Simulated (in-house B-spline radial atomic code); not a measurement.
Hg III (Hg2+): [Xe] 4f14 5d10

Method: Dirac-Kohn-Sham LC-wPBE, spherical fractional occupations, exact exchange averaged over the configuration, Fermi nucleus of rms radius 5.4648 fm. Calculated with an all-electron radial atomic-structure program (B-spline basis).

Effective charges: Z_r = [3n² - l(l+1)]/(2<r>) from the radius, Z_e = n√(-2ε) from the energy, and Slater's rules. Values are occupation-weighted means over j. An effective charge above Z reflects the relativistic contraction of the inner shells.

```json
{"shell": "1s", "electrons": "2", "ε (eV)": "-83022", "<r> (bohr)": "0.01659", "Z_r": "90.40", "Z_e": "78.12", "Slater": "79.70"}
{"shell": "2s", "electrons": "2", "ε (eV)": "-14723", "<r> (bohr)": "0.06926", "Z_r": "86.63", "Z_e": "65.79", "Slater": "75.85"}
{"shell": "2p", "electrons": "6", "ε (eV)": "-12832", "<r> (bohr)": "0.06271", "Z_r": "79.73", "Z_e": "61.42", "Slater": "75.85"}
{"shell": "3s", "electrons": "2", "ε (eV)": "-3512.6", "<r> (bohr)": "0.1801", "Z_r": "74.96", "Z_e": "48.20", "Slater": "68.75"}
{"shell": "3p", "electrons": "6", "ε (eV)": "-2957.1", "<r> (bohr)": "0.181", "Z_r": "69.05", "Z_e": "44.23", "Slater": "68.75"}
{"shell": "3d", "electrons": "10", "ε (eV)": "-2313.2", "<r> (bohr)": "0.165", "Z_r": "63.63", "Z_e": "39.12", "Slater": "58.85"}
{"shell": "4s", "electrons": "2", "ε (eV)": "-791.89", "<r> (bohr)": "0.3991", "Z_r": "60.13", "Z_e": "30.52", "Slater": "52.25"}
{"shell": "4p", "electrons": "6", "ε (eV)": "-607.43", "<r> (bohr)": "0.4239", "Z_r": "54.26", "Z_e": "26.73", "Slater": "52.25"}
{"shell": "4d", "electrons": "10", "ε (eV)": "-372.74", "<r> (bohr)": "0.4491", "Z_r": "46.76", "Z_e": "20.94", "Slater": "40.85"}
{"shell": "5s", "electrons": "2", "ε (eV)": "-142.78", "<r> (bohr)": "0.9053", "Z_r": "41.42", "Z_e": "16.20", "Slater": "22.35"}
{"shell": "4f", "electrons": "14", "ε (eV)": "-120.2", "<r> (bohr)": "0.4832", "Z_r": "37.25", "Z_e": "11.89", "Slater": "29.45"}
{"shell": "5p", "electrons": "6", "ε (eV)": "-92.656", "<r> (bohr)": "1.04", "Z_r": "35.08", "Z_e": "13.05", "Slater": "22.35"}
{"shell": "5d", "electrons": "10", "ε (eV)": "-33.419", "<r> (bohr)": "1.436", "Z_r": "24.02", "Z_e": "7.84", "Slater": "8.85"}
```

The least bound orbital is 5d5/2 at -32.65 eV, and it is also the most diffuse (<r> = 1.457 bohr).

Spin-orbit splittings of the orbital energies (j = l + 1/2 above j = l - 1/2 when positive): 2p 1947 eV, 3p 431.3 eV, 3d 92.42 eV, 4p 104.1 eV, 4d 19.41 eV, 4f 4.195 eV, 5p 18.18 eV, 5d 1.924 eV.

For the 1s electron the small component carries 9.25 % of the norm, the zero-frequency Breit interaction raises the level by 316.1 eV, self-energy by 203.2 eV, and vacuum polarisation lowers it by 42.08 eV.
